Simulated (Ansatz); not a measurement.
The cluster Mg5Si3⁻, relaxed as a doublet with UKS r2SCAN-D4/def2-SVPD in Ansatz, starting from the GFN1-xTB geometry. Force threshold 0.02 eV/Å.

The structure comes from a short search, and lower isomers may exist.

Start:

```xyz
8

Mg    2.3101   -0.8681    0.0939
Mg    1.2365    1.3315    2.4495
Mg   -1.2978    2.0140    0.5461
Mg   -2.2810   -0.7640    0.4292
Mg    0.0309   -1.9513    2.3324
Si   -0.5039    0.3207   -3.1195
Si    0.6650    1.0931   -1.3097
Si   -0.1598   -1.1758   -1.4220
```

Estimate the energy that the relaxation releases and the steps that it takes.

1.90 eV, in 17 steps; 5.7 min on 4 threads of Arm Neoverse V1 on a shared host. No frequencies were taken in this run, so the end may be a saddle point.

Does the start keep its bonding?

Bonds formed: Mg2–Si7, Mg3–Mg5, Mg3–Si6, Mg4–Si6, Mg5–Si8 (atoms count from 1).

Predict the relaxed structure.


Cartesian coordinates in Å:
```
Mg 2.4890 -1.1209 0.2601
Mg 1.6466 1.4590 1.8233
Mg -1.4321 1.5796 0.6178
Mg -2.4238 -0.9590 -0.2952
Mg -0.2067 -0.9844 1.6059
Si -0.9938 0.5265 -2.1825
Si 0.7809 0.8760 -0.7094
Si 0.1400 -1.3768 -1.1201
```
Bond lengths (bridged metal pairs left out): 8 × Mg–Si 2.67 to 3.02 Å; 7 × Mg–Mg 2.87 to 3.31 Å; 3 × Si–Si 2.33 to 2.46 Å.
